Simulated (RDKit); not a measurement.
A run for RDKit: UFF on H2S (SMILES S).

```python
from rdkit import Chem
from rdkit.Chem import AllChem, rdDetermineBonds

blocks = [
'''3

S     0.00000000   -0.00000000    0.61867212
H     0.00000000    0.97021160   -0.30933606
H    -0.00000000   -0.97021160   -0.30933606
''',
]
mol = None
for b in blocks:
    f = Chem.MolFromXYZBlock(b)
    rdDetermineBonds.DetermineBonds(f, charge=0)
    mol = f if mol is None else Chem.CombineMols(mol, f)
Chem.SanitizeMol(mol)
print(Chem.MolToSmiles(Chem.RemoveHs(mol)))
ff = AllChem.UFFGetMoleculeForceField(mol, vdwThresh=100.0, ignoreInterfragInteractions=False)
e = ff.CalcEnergy()
print(f'UFF energy {e:.6f} kcal/mol')
```

Program output:

```
S
UFF energy 1.924589 kcal/mol
```

The run finished.

Cost: about 0.020 core-seconds (a rough figure).
